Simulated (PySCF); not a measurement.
WOCl3, SMILES [O]=[W]([Cl])([Cl])[Cl] (connectivity only; charge and spin as stated), neutral, multiplicity 2.

Geometry optimised at B3LYP-D3(BJ)/def2-SVP. The multiplicity is an assumed one; no other spin state was optimised. The isomer is the one that the SMILES or the coordinates give; other isomers of the formula were not compared. The def2 effective core potentials stand for the cores of W; spin–orbit coupling is left out.

All values below come from PySCF with PBE0/def2-TZVP.

Isolated molecule, no solvent.

Computed frontier levels, dipole moment and polarisability:
The α spin, highest occupied and lowest empty level is -6.77 and -3.89 eV, the β spin, highest occupied and lowest empty level is -9.42 and -3.53 eV and the dipole moment is 1.28 D. The quadrupole, principal values (traceless, Buckingham form, about the centre of nuclear charge) is -2.46, 1.21, 1.25 D·Å, the mean static polarisability comes out as 79.5 bohr³ (11.78 Å³) and the polarisability, principal values is 68.6, 82.4, 87.5 bohr³. The ⟨S²⟩ is 0.756 (pure state 0.75).
